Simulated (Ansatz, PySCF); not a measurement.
Caution: the restricted solution is unstable towards spin-unrestricted or complex orbitals, so a lower solution exists and this singlet may not be the ground state. This singlet is an excited state, 0.57 eV above the relaxed triplet at the level B3LYP/cc-pVTZ // PBE0-D3(BJ)/def2-TZVP (Ansatz, a quantum-chemistry and plane-wave program).

Cartesian coordinates (Å):
```xyz
5

C     -1.2707    -0.1681     0.7770
C     -0.0028    -0.1291     0.5626
C      1.2594    -0.3741     0.5533
H     -2.0339     0.5040     0.4051
H      2.0481     0.1673     0.0467
```
Charge 0, spin multiplicity 1.

Question: Predict the dipole moment, total energy, HOMO–LUMO gap, LUMO and HOMO from PBE0-D3(BJ)/def2-TZVP (PySCF).

Answer: 
| Item | Value |
|---|---|
| dipole moment | 2.36 D |
| total energy | -115.2080 Ha |
| HOMO–LUMO gap | 2.77 eV |
| LUMO | -3.79 eV |
| HOMO | -6.56 eV |
